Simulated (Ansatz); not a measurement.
All numbers were calculated with Ansatz.

A structure relaxed at PBE0-D4/def2-TZVP, charge 0, multiplicity 1:

```xyz
10

F     2.437   -0.796    0.025
Si    0.988   -1.087    0.625
N    -0.249   -0.432   -0.378
Si   -0.947    1.112   -0.391
F    -2.333    1.146    0.370
Cl   -1.336    1.694   -2.292
Cl    0.274    2.421    0.551
H     0.926   -0.458    1.957
H     0.818   -2.556    0.646
H    -0.577   -1.044   -1.114
```

Question: Give its formula and SMILES.

Answer: Cl2F2H3NSi2, `F[SiH2]N[Si](F)(Cl)Cl`.

Question: Summarise the bond lengths by kind.

Answer: 2 × F–Si 1.581 to 1.595 Å; 2 × N–Si 1.694 to 1.722 Å; 2 × H–Si 1.475 to 1.478 Å; 1 × H–N 1.012 Å; 2 × Cl–Si 2.023 to 2.026 Å.
